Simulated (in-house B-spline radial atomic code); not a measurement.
A fraction x of an electron is removed from 3d in the manganese ion Mn²⁺, starting from [Ar] 3d5 and keeping the highest spin. Method: scalar-relativistic (X2C) TPSSh, spin-polarised, spherical fractional occupations, Fermi nucleus of rms radius 3.7057 fm. Calculated with a radial B-spline atomic code at the basis-set limit.

Caution: exact exchange at fractional occupations of open shells leaves self-interaction of up to several eV.

```csv
x,E(x) - E(0) (eV),3d up level (eV)
0,0.0000,-26.718
0.12,3.3181,-28.590
0.16,4.4743,-29.222
0.31,9.0376,-31.632
0.4,11.9507,-33.107
0.5,15.3443,-34.769
0.62,19.6378,-36.796
0.69,22.2554,-37.995
0.82,27.3411,-40.252
0.96,33.1491,-42.727
1,34.8725,-43.443
```

The exact functional would give a straight line between the two integer points. Deviations E(x) - E(0) - x[E(1) - E(0)], in eV: -0.867 at x = 0.12, -1.105 at x = 0.16, -1.773 at x = 0.31, -1.998 at x = 0.4, -2.092 at x = 0.5, -1.983 at x = 0.62, -1.807 at x = 0.69, -1.254 at x = 0.82, -0.329 at x = 0.96.

The curve lies below the straight line by up to 2.092 eV (at x = 0.5): convex, the delocalisation error, to which spherically averaged exact exchange adds.

**Question.** How well does Slater's transition state (minus the level at half occupation) give the ionisation energy?

**Answer.** It gives 34.769 eV against 34.873 eV from the two total energies; NIST lists 33.67 eV, ground level to ground level. The end point has an open shell averaged over its orbitals, so its exact exchange keeps a self-interaction and this is no true integer point.
